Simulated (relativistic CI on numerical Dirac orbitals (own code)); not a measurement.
## Cl II: calculation against measurement

Method of calculation: Dirac-Coulomb-Breit CI, KLI orbitals optimised for each configuration, QED by a radiative potential, valence Slater integrals scaled by 0.85, P86 correlation energy added to each configuration (own radial code, finite nucleus).

Configuration list (outside the closed core [Ne]): 3s2.3p4, 3s.3p5, 3s2.3p3.4s, 3s2.3p3.3d, 3s2.3p3.4p, 3s2.3p3.5s, 3s2.3p3.4d, 3p6, 3s.3p4.3d, 3s2.3p3.5p, 3s2.3p3.4f, 3s2.3p3.5d, 3s2.3p3.5f, 3s2.3p2.3d2, 3s2.3p.3d2.4s, 3s2.3p.3d3, 3s2.3p.3d2.4p, 3s2.3p.3d2.5s, 3s2.3p.3d2.4d, 3s2.3p2.4s2, 3s2.3p.3d.4s2, 3s2.3p.4s2.4p, 3s2.3p.4s2.5s, 3s2.3p.4s2.4d, 3s2.3p2.3d.4s, 3s2.3p.3d.4s.4p, 3s2.3p.3d.4s.5s, 3s2.3p.3d.4s.4d. Double excitations out of closed p, d and f shells are left out; levels of such configurations are missing from the list, as are those of other unlisted configurations, and high levels can miss mixing partners. These lack a partner that the ground configuration has and come out too high: 3s.3p4.3d, 3s2.3p3.5p, 3s2.3p3.4f, 3s2.3p3.5d, 3s2.3p3.5f.

| Configuration | Term (tabulated) | J | Measured (cm⁻¹) | Computed | Error | Purity (%) |
| --- | --- | --- | --- | --- | --- | --- |
| 3s2.3p4 | 3P | 2 | 0.0 | 0 | 0 | 97 |
| 3s2.3p4 | 3P | 1 | 696.0 | 686 | -10 | 97 |
| 3s2.3p4 | 3P | 0 | 996.5 | 981 | -16 | 97 |
| 3s2.3p4 | 1D | 2 | 11653.6 | 11977 | 324 | 97 |
| 3s2.3p4 | 1S | 0 | 27878.0 | 25677 | -2201 | 95 |
| 3s.3p5 | 3P° | 2 | 93367.6 | 103309 | 9942 | 69 |
| 3s.3p5 | 3P° | 1 | 93999.9 | 103943 | 9944 | 69 |
| 3s.3p5 | 3P° | 0 | 94333.8 | 104278 | 9944 | 69 |
| 3s2.3p3.4s | 5S° | 2 | 107879.7 | 114357 | 6477 | 99 |
| 3s2.3p3.3d | 5D° | 4 | 110296.8 | 117918 | 7621 | 98 |
| 3s2.3p3.3d | 5D° | 3 | 110297.7 | 117925 | 7628 | 98 |
| 3s2.3p3.3d | 5D° | 2 | 110300.6 | 117933 | 7632 | 98 |
| 3s2.3p3.3d | 5D° | 1 | 110303.1 | 117939 | 7636 | 98 |
| 3s2.3p3.3d | 5D° | 0 | 110304.5 | 117942 | 7637 | 98 |
| 3s2.3p3.4s | 3S° | 1 | 112609.4 | 119431 | 6822 | 99 |
| 3s2.3p3.3d | 1P° | 1 | 115657.8 | 124199 | 8541 | 65 |
| 3s2.3p3.3d | 3D° | 2 | 119800.3 | 129484 | 9683 | 97 |
| 3s2.3p3.3d | 3D° | 3 | 119811.2 | 129503 | 9692 | 97 |
| 3s2.3p3.3d | 3D° | 1 | 119843.3 | 129526 | 9682 | 97 |
| 3s2.3p3.3d | 1S° | 0 | 125245.9 | 137444 | 12198 | 99 |
| 3s2.3p3.3d | 3F° | 2 | 126033.5 | 134763 | 8729 | 97 |
| 3s2.3p3.3d | 3F° | 3 | 126220.7 | 134961 | 8741 | 97 |
| 3s2.3p3.3d | 3F° | 4 | 126458.1 | 135211 | 8753 | 98 |
| 3s2.3p3.4s | 3D° | 1 | 126726.7 | 134285 | 7558 | 97 |
| 3s2.3p3.4s | 3D° | 2 | 126745.0 | 134301 | 7556 | 97 |
| 3s2.3p3.4s | 3D° | 3 | 126784.4 | 134343 | 7559 | 98 |
| 3s2.3p3.4p | 5P | 1 | 128623.0 | 134421 | 5798 | 99 |
| 3s2.3p3.4p | 5P | 2 | 128663.6 | 134459 | 5796 | 99 |
| 3s2.3p3.4p | 5P | 3 | 128730.8 | 134521 | 5790 | 99 |
| 3s2.3p3.4s | 1D° | 2 | 129067.0 | 136652 | 7585 | 96 |
| 3s2.3p3.4p | 3P | 1 | 131756.1 | 137563 | 5806 | 98 |
| 3s2.3p3.4p | 3P | 2 | 131768.7 | 137576 | 5807 | 98 |
| 3s2.3p3.4p | 3P | 0 | 131769.4 | 137574 | 5804 | 99 |
| 3s2.3p3.3d | 3G° | 3 | 132164.1 | 140259 | 8095 | 99 |
| 3s2.3p3.3d | 3G° | 4 | 132175.1 | 140263 | 8087 | 99 |
| 3s2.3p3.3d | 3G° | 5 | 132193.1 | 140269 | 8076 | 99 |
| 3s2.3p3.3d | 1G° | 4 | 134393.3 | 143424 | 9031 | 99 |
| 3s2.3p3.4s | 3P° | 0 | 137771.8 | 144202 | 6430 | 96 |
| 3s2.3p3.4s | 3P° | 1 | 137806.1 | 144245 | 6439 | 96 |
| 3s2.3p3.4s | 3P° | 2 | 137879.4 | 144339 | 6460 | 95 |
| 3s2.3p3.3d | 1D° | 2 | 138624.7 | 147552 | 8927 | 95 |
| 3s2.3p3.3d | 3D° | 1 | 140741.8 | 148800 | 8059 | 77 |
| 3s2.3p3.3d | 3D° | 2 | 141011.6 | 148971 | 7960 | 76 |
| 3s2.3p3.3d | 3D° | 3 | 141351.1 | 149149 | 7797 | 74 |
| 3s2.3p3.3d | 3F° | 4 | 143998.1 | 151602 | 7604 | 98 |
| 3s2.3p3.3d | 3F° | 3 | 144176.4 | 151800 | 7623 | 98 |
| 3s2.3p3.3d | 3F° | 2 | 144345.6 | 151982 | 7637 | 98 |
| 3s2.3p3.3d | 3P° | 0 | 145175.5 | 154249 | 9074 | 97 |
| 3s2.3p3.3d | 3P° | 1 | 145421.2 | 154433 | 9012 | 94 |
| 3s2.3p3.4p | 1P | 1 | 145470.2 | 152717 | 7247 | 74 |
| 3s2.3p3.3d | 3P° | 2 | 146014.8 | 155040 | 9025 | 97 |
| 3s2.3p3.4p | 3D | 1 | 146331.8 | 153261 | 6929 | 74 |
| 3s2.3p3.4p | 3D | 2 | 146335.5 | 153191 | 6855 | 91 |
| 3s2.3p3.4p | 3D | 3 | 146470.6 | 153313 | 6842 | 84 |
| 3s2.3p3.4p | 3F | 2 | 147055.6 | 153542 | 6487 | 90 |
| 3s2.3p3.4p | 3F | 3 | 147127.6 | 153624 | 6496 | 84 |
| 3s2.3p3.4p | 3F | 4 | 147200.2 | 153672 | 6472 | 99 |
| 3s2.3p3.4p | 1F | 3 | 147607.4 | 154094 | 6487 | 98 |
| 3s2.3p3.4p | 3P | 2 | 149800.1 | 156757 | 6957 | 95 |
| 3s2.3p3.4p | 3P | 1 | 149954.2 | 156877 | 6923 | 95 |
| 3s2.3p3.4p | 3P | 0 | 150020.9 | 156935 | 6914 | 95 |
| 3s2.3p3.3d | 3D° † | 3 | 150683.4 | 157802 | 7119 | 74 |
| 3s2.3p3.3d | 3S° | 1 | 150813.1 | 156463 | 5650 | 83 |
| 3s2.3p3.3d | 3D° † | 2 | 151020.1 | 157769 | 6749 | 71 |
| 3s2.3p3.3d | 1F° | 3 | 151094.1 | 160598 | 9504 | 89 |
| 3s2.3p3.3d | 3D° | 1 | 151135.3 | 157771 | 6636 | 69 |
| 3s2.3p3.5s | 5S° | 2 | 152234.9 | 157805 | 5570 | 99 |
| 3s2.3p3.4p | 1D | 2 | 153258.6 | 159699 | 6440 | 97 |
| 3s2.3p3.5s | 3S° | 1 | 153635.0 | 159735 | 6100 | 94 |
| 3s2.3p3.4d | 5D° | 0 | 154618.1 | 160045 | 5427 | 98 |

Measured levels from NIST Handbook of Basic Atomic Spectroscopic Data (Sansonetti and Martin, J. Phys. Chem. Ref. Data 34, 1559 (2005)); pairs were made by configuration, J and term (by order where the table uses no LS term), so strongly mixed levels may be paired wrongly.

Mean error by configuration (cm⁻¹): 3s2.3p4 -476; 3s.3p5 9943; 3s2.3p3.4s 6987; 3s2.3p3.3d 8399; 3s2.3p3.4p 6436; 3s2.3p3.5s 5835; 3s2.3p3.4d 5427. Over the excited levels the mean absolute error is 7167 cm⁻¹ (73 of the 74 excited levels that our extract of the source holds in range could be paired, and the others can miss by more), and the median relative error of those above 1,000 cm⁻¹ is 5.7 %. † marks terms whose computed intervals miss the measured ones by more than a factor of 2.5, or configurations far off the rest, from wrong mixing, a near crossing or a doubtful label or measurement; they are left out of the means.

Transition probabilities of persistent lines. The last column rescales the computed rate by the cube of measured over computed energy:

| λ measured (Å) | Lower | Upper | A tabulated (s⁻¹) | A computed | A rescaled |
| --- | --- | --- | --- | --- | --- |
| 1063.83 vacuum | 3s2.3p4 3P_2 | 3s.3p5 3P°_1 | 4.90e+07 | 2.87e+07 | 2.12e+07 |
| 1067.94 vacuum | 3s2.3p4 3P_1 | 3s.3p5 3P°_0 | 1.17e+08 | 7.02e+07 | 5.18e+07 |
| 1071.04 vacuum | 3s2.3p4 3P_2 | 3s.3p5 3P°_2 | 8.70e+07 | 5.16e+07 | 3.81e+07 |
| 1075.23 vacuum | 3s2.3p4 3P_0 | 3s.3p5 3P°_1 | 3.80e+07 | 2.35e+07 | 1.73e+07 |
| 1079.08 vacuum | 3s2.3p4 3P_1 | 3s.3p5 3P°_2 | 2.80e+07 | 1.74e+07 | 1.28e+07 |
| 3850.99 air | 3s2.3p3.4p 5P_2 | 3s2.3p3.4d 5D°_3 | 1.80e+08 | 1.66e+08 | 1.74e+08 |
| 3851.37 air | 3s2.3p3.4p 5P_2 | 3s2.3p3.4d 5D°_2 | 1.60e+08 | 1.46e+08 | 1.52e+08 |
| 4132.50 air | 3s2.3p3.4s 1D°_2 | 3s2.3p3.4p 1D_2 | 1.60e+08 | 1.32e+08 | 1.53e+08 |
| 4794.55 air | 3s2.3p3.4s 5S°_2 | 3s2.3p3.4p 5P_3 | 1.04e+08 | 1.03e+08 | 1.14e+08 |
| 4810.06 air | 3s2.3p3.4s 5S°_2 | 3s2.3p3.4p 5P_2 | 9.90e+07 | 1.02e+08 | 1.13e+08 |
| 4904.78 air | 3s2.3p3.4s 3D°_2 | 3s2.3p3.4p 3F_3 | 8.10e+07 | 8.71e+07 | 1.02e+08 |
| 4917.73 air | 3s2.3p3.4s 3D°_1 | 3s2.3p3.4p 3F_2 | 7.50e+07 | 8.49e+07 | 9.99e+07 |
| 5078.26 air | 3s2.3p3.4s 3D°_3 | 3s2.3p3.4p 3D_3 | 7.70e+07 | 9.30e+07 | 1.04e+08 |
| 5392.12 air | 3s2.3p3.4s 1D°_2 | 3s2.3p3.4p 1F_3 | 1.00e+08 | 6.92e+07 | 8.32e+07 |
